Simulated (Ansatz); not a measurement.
`[GeH3][SiH2][GeH2][GeH3]` + CH₃SH → `C[S][GeH3]` + `[GeH3][SiH2][GeH3]` at 500 K and 1 bar (cleavage of the Ge–Ge bond).

Computed with Ansatz on PBE0-D4/def2-TZVP structures; ΔE is electronic, products minus reactants. CBS: MP2 limit from def2 TZ/QZ plus the TZ coupled-cluster correction, frozen cores. This one scheme is used for every species. For Ge outer-core shells are correlated without core-valence functions, which leaves a few kJ/mol of doubt a bond. Scalar relativity is left out up to krypton. One conformer a species, not always the lowest.

| species | CCSD(T)/CBS energy (Eh) | H − E (kJ/mol) | S (J/(mol·K)) |
| --- | --- | --- | --- |
| `[GeH3][SiH2][GeH2][GeH3]` | -6523.43025 | 278.6 | 553.8 |
| CH₃SH | -438.22835 | 145.1 | 283.7 |
| `C[S][GeH3]` | -2515.55711 | 202.3 | 377.6 |
| `[GeH3][SiH2][GeH3]` | -4446.10285 | 219.3 | 447.3 |

H − E and S are ideal-gas, rigid-rotor, harmonic terms from PBE0-D4/def2-TZVP, for one conformer and one mirror image of each species. 1 Eh = 2625.50 kJ/mol, R = 8.31446 J/(mol·K).

**Question.** By hand: ΔE, ΔH, ΔS and ΔG.

**Answer.** ΔE = (-2515.55711) + (-4446.10285) − (-6523.43025) − (-438.22835) = -0.00136 Eh = -3.6 kJ/mol. Δ(H − E) = 202.3 + 219.3 − 278.6 − 145.1 = -2.1, so ΔH = -5.7 kJ/mol. ΔS = 377.6 + 447.3 − 553.8 − 283.7 = -12.6 J/(mol·K). ΔG = -5.7 − 500 × (-12.6)/1000 = 0.6 kJ/mol.

**Question.** By hand: the equilibrium constant, and the temperature at which ΔG would vanish if ΔH and ΔS stayed fixed.

**Answer.** log₁₀ K = −ΔG/(RT ln 10) = -0.1. ΔG = 0 at ΔH/ΔS = 452 K, though so small a ΔH makes that figure unsure.

TΔS isn't small against ΔH here. The sign of ΔG lies within the doubt. A doubt of 5 kJ/mol in ΔE shifts log₁₀ K by 0.5 here. Other conformers and mirror images would add mixing entropy, several J/(mol·K) or more a flexible species. Modes under 60 cm⁻¹, often nearly free rotors, make the harmonic entropy too high. These are equilibria of isolated gas molecules and say nothing of rates. Largest T1 diagnostic: 0.012 (customary marks: 0.02 for closed shells, 0.045 for open ones).
